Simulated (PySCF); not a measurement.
**Orbital picture of Ca₂**

PBE0 at R = 4.269 Å; PySCF, spin-free X2C with a Gaussian nucleus, basis sets Ca x2c-TZVPPall. State: ¹Σg⁺ (singlet), closed shell. Only the outer orbitals are listed.

```csv
orbital,occ.,ε (eV),main shells (%)
πu,2,-30.33,100 p
πu,2,-30.33,100 p
πg,2,-30.33,100 p
πg,2,-30.33,100 p
σg,2,-30.30,100 p
σu,2,-30.29,100 p
σg,2,-5.03,93 s
σu,2,-3.79,90 s
σg,0,-1.47,"82 p, 9 s, 9 d"
πu,0,-1.42,"86 p, 14 d"
πu,0,-1.42,"86 p, 14 d"
```

Q: Which are the highest filled and the lowest empty level, where do they sit, and how wide is the gap?

A: Highest filled σu at -3.79 eV (in %: 90 s); lowest empty σg at -1.47 eV (in %: 82 p, 9 s, 9 d); the gap at PBE0 is 2.32 eV.

The bond order (Mayer) is 0.56. The ⟨S²⟩ is 0.000. The polarisability along the bond is 569.1 bohr³. The polarisability across the bond is 266.8 bohr³.

Closed-shell solutions of metal pairs were not tested for spin polarisation, which can lower them a little.
